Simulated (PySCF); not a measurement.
## Xenon: highly charged ions in a basis for the neutral atom

Xe²⁰⁺ [Ar] 3d10 4s2 4p4, Xe²¹⁺ [Ar] 3d10 4s2 4p3. All numbers are calculated (PySCF 2.14, scalar relativity through the core potential, in def2-TZVP with the def2 core potential (28 electrons) (6s5p3d2f, 50 functions)). No spin-orbit coupling, so a gap to NIST mixes the basis error with missing relativistic terms.

Changed run: basis of the neutral atom used for a highly charged ion. This setting is unsound on purpose.

```json
{"species": "Xe²⁰⁺", "method": "UHF", "sound run (hartree)": "not run", "changed run (hartree)": "-159.44526", "converged": "yes"}
{"species": "Xe²⁰⁺", "method": "BP86", "sound run (hartree)": "not run", "changed run (hartree)": "-159.79395", "converged": "yes"}
{"species": "Xe²⁰⁺", "method": "r2SCAN", "sound run (hartree)": "not run", "changed run (hartree)": "-159.77463", "converged": "yes"}
{"species": "Xe²¹⁺", "method": "UHF", "sound run (hartree)": "not run", "changed run (hartree)": "-136.84304", "converged": "yes"}
{"species": "Xe²¹⁺", "method": "BP86", "sound run (hartree)": "not run", "changed run (hartree)": "-137.11097", "converged": "yes"}
{"species": "Xe²¹⁺", "method": "r2SCAN", "sound run (hartree)": "not run", "changed run (hartree)": "-137.11376", "converged": "yes"}
```

Ionisation energy of Xe²⁰⁺:

```json
{"method": "UHF", "changed run (eV)": "615.04", "NIST (eV)": "616 ± 4"}
{"method": "BP86", "changed run (eV)": "617.24", "NIST (eV)": "616 ± 4"}
{"method": "r2SCAN", "changed run (eV)": "616.63", "NIST (eV)": "616 ± 4"}
```

The contracted functions were made for the neutral atom and can be too rigid for a highly charged ion.
